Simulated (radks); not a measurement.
Task: All-electron atom: the lead ion Pb40+ in [Kr] 4d6 (the NIST ground configuration). Method: Dirac Kohn-Sham, LB94 model potential, spin-unpolarised, spherical densities, finite nucleus; open shells fill j = l - 1/2 first; Fermi nuclear charge, rms radius 5.5012 fm; computed with a radial shooting solver on a logarithmic mesh with Libxc functionals.

Spin-orbit splittings of the eigenvalues, e(l+1/2) - e(l-1/2), with zeta = 2 splitting/(2l+1) and mean radii in bohr:

shell  occ.  splitting (eV)  zeta (eV)  <r> j=l-1/2  <r> j=l+1/2
2p        6               ?          ?      0.05475      0.06367
3p        6           500.4      333.6       0.1628       0.1784
3d       10           107.0      42.80       0.1548       0.1596
4p        6           152.3      101.5       0.3521       0.3772
4d        6           31.93      12.77       0.3661       0.3732
5p        0           64.34      42.89       0.6233       0.6555

Estimate the 2p splitting.

Result: 2206 eV (zeta = 1470 eV).
